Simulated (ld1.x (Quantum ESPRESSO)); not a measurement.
**What the settings do to the TM potential of tin (Sn)**

Base potential:

* Element: tin (Sn)
* Generator: ld1.x (Quantum ESPRESSO) 7.5
* Type: norm-conserving Troullier–Martins (Kleinman–Bylander form)
* Functional: LDA (PZ)
* Relativity: scalar-relativistic
* Frozen core: [Kr] 4d10
* Valence charge: 4
* Reference configuration: 5s1 5p3
* Partial waves: 5s (bound): rc 1.75 bohr; 5p (bound): rc 2.75 bohr; 5d channel at -0.05 Ry: rc 2.25 bohr
* Local potential: the d channel
* Core correction: none

Cutoffs, loose and tight: the cutoffs (Ry, on a coarse ladder) from which the occupation-weighted sum of valence levels, in a spherical-Bessel basis at the reference potential, stays within 10 and 1 mRy of its value at 400 Ry. They do not see the model core or the augmentation charge, which bear on the density cutoff. Test errors are all-electron minus pseudo excitation energies from the reference, over the configurations 5s2 5p2; 5s2 5p1; 5s2 5p0; 5s1 5p0; 5s2 5p2.3; 5s0 5p4; 5s1 5p2 (two spin-polarised tests are not counted in the largest error). A dash means not determined; rows that change the core or the reference have their own tests. The largest error is taken over the tests solved by every variant that gives reliable tests at all: 5s0 5p4; 5s1 5p2; 5s2 5p1; 5s2 5p2; 5s2 5p2.3.

A true bound ghost makes a file unfit for plane-wave use even where its test errors are small: the radial tests pick states by their node count and pass the ghost by. Where a test does run into it, the solver fails or the error is huge.

```csv
change,outcome,"cutoff, loose","cutoff, tight",bound ghosts,largest test error (meV)
base,generated,12 Ry,35 Ry,"s, p",+20
wave 5d channel at -0.05 Ry: rc 2.25 bohr becomes 5d channel at -0.16 Ry: rc 2.25 bohr,generated,12 Ry,35 Ry,"s, p",+20
wave 5d channel at -0.05 Ry: rc 2.25 bohr becomes 5d channel at 0.01 Ry: rc 2.25 bohr,generated,12 Ry,35 Ry,"s, p",+20
wave 5d channel at -0.05 Ry: rc 2.25 bohr becomes 5d channel at 0.39 Ry: rc 2.25 bohr,generated,12 Ry,35 Ry,"s, p",+19
```

Q: What comes out with this change to the base: wave 5d channel at -0.05 Ry: rc 2.25 bohr becomes 5d channel at 0.77 Ry: rc 2.25 bohr?

A: outcome: generated; cutoff, loose: 12 Ry; cutoff, tight: 40 Ry; bound ghosts: s, p; largest test error (meV): +19.

Q: What comes out with this change to the base: wave 5d channel at -0.05 Ry: rc 2.25 bohr becomes 5d channel at 5 Ry: rc 2.25 bohr?

A: outcome: generated; cutoff, loose: 18 Ry; cutoff, tight: 50 Ry; bound ghosts: s, p, d (extra level of the local part), f; largest test error (meV): +16.

Q: What comes out with this change to the base: wave 5d channel at -0.05 Ry: rc 2.25 bohr becomes 5d channel at 1.94 Ry: rc 2.25 bohr?

A: outcome: generated; cutoff, loose: 18 Ry; cutoff, tight: 45 Ry; bound ghosts: s, p; largest test error (meV): +18.
